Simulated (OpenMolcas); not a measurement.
A run on Pd2+ among 6 point charges of -1.7 e arranged as a trigonal prism (D3h), 1.94 Å from the ion, with a polar angle of 49.6° against the regular 49.1°. The active orbitals were held to one l.

```json
{"Program": "OpenMolcas", "Method": "CASSCF", "Basis": "ANO-RCC-VDZP [6s5p3d1f]", "Scalar Hamiltonian": "DKH2, point nucleus", "Active space": "8 electrons in 5 orbitals (4d)", "State averaging": "2S+1 = 3 even, 10 roots; 2S+1 = 1 even, 15 roots", "Spin-orbit coupling": "state interaction with AMFI integrals over the reference wave functions"}
```

43 basis functions. Blocks (2S+1, parity, CSFs, roots kept): 3, even, 10, 10; 1, even, 15, 15.

Task: How long do the RASSCF and RASSI steps take on 1 thread of Arm Neoverse V1, on a shared host?

Result: About 5.4 s of wall time, without the integral step.
